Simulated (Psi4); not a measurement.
IRb (SMILES [Rb][I]), singlet, geometry from GFN2-xTB (such geometries of metal compounds can be far from the true shape) (core potentials on I, Rb), atoms displaced at random by about 0.03 Å a coordinate; HF/def2-SVP, gradient run with Psi4 1.11.

The Psi4 input:
```
memory 2 GB

molecule {
0 1
Rb    0.00977679    0.00727236   -1.93029328
I    -0.04320073   -0.04471278    1.29147851
symmetry c1
no_reorient
no_com
}

set {
  basis def2-svp
}

gradient('scf')
print_variables()
```

Q: Write the output that Psi4 gives for this input, abridged.

A: 
```
gradient() will perform analytic gradient computation.

   => Loading Basis Set <=

    Name: DEF2-SVP
    Role: ORBITAL
    Keyword: BASIS

    !!!  WARNING: ECP capability is in beta. Please check occupations closely.  !!!

         ---------------------------------------------------------
                                   SCF
               by Justin Turney, Rob Parrish, Andy Simmonett
                          and Daniel G. A. Smith
                              RHF Reference
         ---------------------------------------------------------

  ==> Geometry <==

    Molecular point group: c1
    Full point group: C1

    Geometry (in Angstrom), charge = 0, multiplicity = 1:

       Center              X                  Y                   Z               Mass
    ------------   -----------------  -----------------  -----------------  -----------------
         RB           0.009776790000     0.007272360000    -1.930293280000    84.911789737900
         I           -0.043200730000    -0.044712780000     1.291478510000   126.904471900000

  Running in c1 symmetry.

  Rotational constants: A =     75.66387  B =      0.03191  C =      0.03189 [cm^-1]
  Rotational constants: A = 2268345.87362  B =    956.55843  C =    956.15522 [MHz]
  Nuclear repulsion =   36.946530036531094

  Charge       = 0
  Multiplicity = 1
  Electrons    = 34
  Nalpha       = 17
  Nbeta        = 17

  ==> Algorithm <==

  SCF Algorithm Type is DF.
  DIIS enabled.
  MOM disabled.
  Fractional occupation disabled.
  Guess Type is SAD.
  Energy threshold   = 1.00e-08
  Density threshold  = 1.00e-08
  Integral threshold = 1.00e-12

  ==> Primary Basis <==

  Basis Set: DEF2-SVP
    Blend: DEF2-SVP
    Number of shells: 20
    Number of basis functions: 50
    Number of Cartesian functions: 54
    Spherical Harmonics?: true
    Max angular momentum: 2

  Core potential: DEF2-SVP
    Number of shells: 8
    Number of ECP primitives: 39
    Number of ECP core electrons: 56
    Max angular momentum: 3

   => Loading Basis Set <=

    Name: (DEF2-SVP AUX)
    Role: JKFIT
    Keyword: DF_BASIS_SCF

  ==> Integral Setup <==

  SCF_SUBTYPE=INCORE selected. In-core MEM_DF algorithm will be used.
  Using in-core AOs.

  ==> MemDFJK: Density-Fitted J/K Matrices <==

    J tasked:                   Yes
    K tasked:                   Yes
    wK tasked:                   No
    Algorithm:                 Core
    Schwarz Cutoff:           1E-12
    Mask sparsity (%):       0.0000
    Fitting Condition:        1E-10

   => Auxiliary Basis Set <=

  Basis Set: (DEF2-SVP AUX)
    Blend: DEF2-UNIVERSAL-JKFIT
    Number of shells: 77
    Number of basis functions: 329
    Number of Cartesian functions: 448
    Spherical Harmonics?: true
    Max angular momentum: 5

  Minimum eigenvalue in the overlap matrix is 3.5497050321E-02.
  Reciprocal condition number of the overlap matrix is 1.0382498536E-02.
    Using symmetric orthogonalization.

  ==> Pre-Iterations <==

  SCF Guess: Superposition of Atomic Densities via on-the-fly atomic UHF (no occupation information).

   -------------------------
    Irrep   Nso     Nmo
   -------------------------
     A         50      50
   -------------------------
    Total      50      50
   -------------------------

  ==> Iterations <==

                           Total Energy        Delta E     RMS |[F,P]|

   @DF-RHF iter SAD:  -316.33288683075853   -3.16333e+02   0.00000e+00
   @DF-RHF iter   1:  -320.40694048466901   -4.07405e+00   9.15799e-03 ADIIS/DIIS
   @DF-RHF iter   2:  -320.53190232597132   -1.24962e-01   4.04916e-03 ADIIS/DIIS
   @DF-RHF iter   3:  -320.54774090087597   -1.58386e-02   3.31140e-04 ADIIS/DIIS
   @DF-RHF iter   4:  -320.54823848057526   -4.97580e-04   9.75877e-05 DIIS
   @DF-RHF iter   5:  -320.54831626549441   -7.77849e-05   2.60816e-05 DIIS
   @DF-RHF iter   6:  -320.54832312048973   -6.85500e-06   7.32471e-06 DIIS
   @DF-RHF iter   7:  -320.54832349817661   -3.77687e-07   1.32350e-06 DIIS
   @DF-RHF iter   8:  -320.54832350726855   -9.09193e-09   1.72020e-07 DIIS
   @DF-RHF iter   9:  -320.54832350744738   -1.78829e-10   3.45370e-08 DIIS
   @DF-RHF iter  10:  -320.54832350745426   -6.87805e-12   3.37257e-09 DIIS
  Energy and wave function converged.

  ==> Post-Iterations <==

    Orbital Energies [Eh]
    ---------------------

    Doubly Occupied:

[...]
    Virtual:

[...]
    Final Occupation by Irrep:
              A
    DOCC [    17 ]
    NA   [    17 ]
    NB   [    17 ]

  @DF-RHF Final Energy:  -320.54832350745426

   => Energetics <=

    Nuclear Repulsion Energy =             36.9465300365310938
    One-Electron Energy =                -633.9861798456599900
    Two-Electron Energy =                 276.4913263016746896
    Total Energy =                       -320.5483235074542563

Computation Completed

Properties will be evaluated at   0.000000,   0.000000,   0.000000 [a0]

Properties computed using the SCF density matrix

 Multipole Moments:

 ------------------------------------------------------------------------------------
     Multipole            Electronic (a.u.)      Nuclear  (a.u.)        Total (a.u.)
 ------------------------------------------------------------------------------------

 L = 1.  Multiply by 2.5417464519 to convert [e a0] to [Debye]
 Dipole X            :          1.9555373           -1.8746596            0.0808777
 Dipole Y            :          2.0680505           -1.9886878            0.0793627
 Dipole Z            :        -33.1024775           28.1839863           -4.9184912
 Magnitude           :                                                    4.9197963

 ------------------------------------------------------------------------------------

         ------------------------------------------------------------
                                   SCF GRAD
                          Rob Parrish, Justin Turney,
                       Andy Simmonett, and Alex Sokolov
         ------------------------------------------------------------

  ==> Geometry <==

    Molecular point group: c1
    Full point group: C1

    Geometry (in Angstrom), charge = 0, multiplicity = 1:

       Center              X                  Y                   Z               Mass
    ------------   -----------------  -----------------  -----------------  -----------------
         RB           0.009776790000     0.007272360000    -1.930293280000    84.911789737900
         I           -0.043200730000    -0.044712780000     1.291478510000   126.904471900000

  Nuclear repulsion =   36.946530036531094

  ==> Basis Set <==

  Basis Set: DEF2-SVP
    Blend: DEF2-SVP
    Number of shells: 20
    Number of basis functions: 50
    Number of Cartesian functions: 54
    Spherical Harmonics?: true
    Max angular momentum: 2

  Core potential: DEF2-SVP
    Number of shells: 8
    Number of ECP primitives: 39
    Number of ECP core electrons: 56
    Max angular momentum: 3

  ==> DFJKGrad: Density-Fitted SCF Gradients <==

    Gradient:                    1
    J tasked:                  Yes
    K tasked:                  Yes
    wK tasked:                  No
    Integrals threads:           1
    Schwarz Cutoff:          1E-12
    Fitting Condition:       1E-10

   => Auxiliary Basis Set <=

  Basis Set: (DEF2-SVP AUX)
    Blend: DEF2-UNIVERSAL-JKFIT
    Number of shells: 77
    Number of basis functions: 329
    Number of Cartesian functions: 448
    Spherical Harmonics?: true
    Max angular momentum: 5

  -Total Gradient:
     Atom            X                  Y                   Z
    ------   -----------------  -----------------  -----------------
       1       -0.000107201357    -0.000105193227     0.006519346905
       2        0.000107201357     0.000105193227    -0.006519346904

  Variable Map:
  ----------------------------------------------------------------------------
[...]
  Array Variable Map:
  ----------------------------------------------------------------------------
[...]
[...]
```
